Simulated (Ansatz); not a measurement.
A nudged elastic band was laid between two geometries of BrF3Si + H2O (8 atoms, charge 0, multiplicity 1).

Theory: RKS B3LYP-D4/def2-SVP (Ansatz).

```
movable images  : 7
climbing image  : yes
spring          : 5.0 eV/Å²
optimiser       : quadratic models (default)
start path      : through a guess of the saddle point
force threshold : 0.05 eV/Å
iteration limit : 60
end points      : relaxed
```

Image 0:

```xyz
8
Properties=species:S:1:pos:R:3
Si -0.388 -0.573 -0.708
Br 1.637 -1.338 -0.272
F -0.864 -1.471 -1.957
F -0.429 0.914 -1.314
F -1.483 -0.899 0.412
H 0.721 0.630 1.865
O 0.157 0.993 1.167
H 0.649 1.745 0.807
```

Image 8:

```xyz
8
Properties=species:S:1:pos:R:3
Si -0.991 0.058 -0.559
Br 3.103 -1.105 0.957
F -0.494 -1.322 -1.174
F -1.108 1.151 -1.718
F -2.450 -0.134 0.063
H 1.819 -0.477 0.812
O 0.100 0.494 0.575
H 0.020 1.334 1.044
```

Question: What changes between the two ends?

Answer: Bonds broken: Si1–Br2, H6–O7. Bonds formed: Si1–O7, Br2–H6. BrF3Si + H2O becomes BrH + F3HOSi.

Question: Give the energies along the band, and the barrier.

Answer: The forces met the threshold. The highest image is number 4 of 0 to 8, 0.76 eV above the first end and 0.99 eV above the last; the last end lies 0.23 eV below the first. A vibrational analysis at the climbing image gives one clearly imaginary mode, 564i cm⁻¹: a first-order saddle point. The orbitals stay closed-shell, which can raise the energy where a bond breaks towards radicals; this wasn't checked here.

| image | path coordinate (Å) | energy (eV) | Si1–Br2 (Å) | H6–O7 (Å) | Si1–O7 (Å) |
| --- | --- | --- | --- | --- | --- |
| 0 | 0.00 | 0.00 | 2.21 | 0.97 | 2.50 |
| 1 | 1.02 | 0.00 | 2.20 | 0.97 | 2.58 |
| 2 | 2.05 | 0.13 | 2.24 | 0.97 | 2.16 |
| 3 | 3.07 | 0.44 | 2.33 | 0.98 | 1.95 |
| 4 | 4.10 | 0.76 | 2.73 | 1.14 | 1.76 |
| 5 | 4.92 | -0.08 | 3.37 | 1.76 | 1.65 |
| 6 | 5.73 | -0.22 | 4.05 | 2.03 | 1.64 |
| 7 | 6.53 | -0.22 | 4.33 | 2.00 | 1.63 |
| 8 | 7.34 | -0.23 | 4.52 | 1.99 | 1.63 |

Question: What is the geometry of the highest image?

Answer: 
```xyz
8
Properties=species:S:1:pos:R:3:forces:R:3
Si -0.479 -0.180 -0.507 0.02 0.02 0.02
Br 2.190 -0.710 -0.350 -0.01 0.00 0.00
F -0.715 -1.750 -0.656 0.00 -0.01 0.00
F -0.135 0.670 -1.813 0.00 -0.01 -0.01
F -1.971 0.354 -0.171 -0.01 0.01 0.00
H 1.259 0.165 0.898 0.02 -0.01 -0.01
O 0.152 0.389 1.029 -0.01 0.01 0.00
H -0.301 1.062 1.570 -0.01 -0.01 0.00
```

Question: What are the harmonic wavenumbers there?

Answer: 564i, 96, 150, 184, 217, 254, 353, 375, 378, 530, 738, 759, 853, 961, 1029, 1045, 1783, 3721 cm⁻¹.

Run time: 4.1 min on 2 threads of INTEL(R) XEON(R) PLATINUM 8581C CPU @ 2.30GHz (Emerald Rapids) (shared host), peak memory 0.32 GiB.
